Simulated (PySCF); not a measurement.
GaI₂, SMILES [I][Ga+][I], charge +1. Geometry optimised at PBE-D3(BJ)/def2-SVP. The spin state was assumed, not searched. The isomer is the one that the SMILES or the coordinates give; other isomers of the formula were not compared. The def2 effective core potentials stand for the cores of I; spin–orbit coupling is left out.

Computed equilibrium geometry at PBE-D3(BJ)/def2-SVP (PySCF confirms it by a frequency run) as bond lengths and angles, and its point group:
point group D∞h.
Atoms: Ga1 I2 I3. Bonds (Å): Ga1–I2 2.395, Ga1–I3 2.395. Angles (°): I2–Ga1–I3 180.0.
Charge +1, spin multiplicity 1.
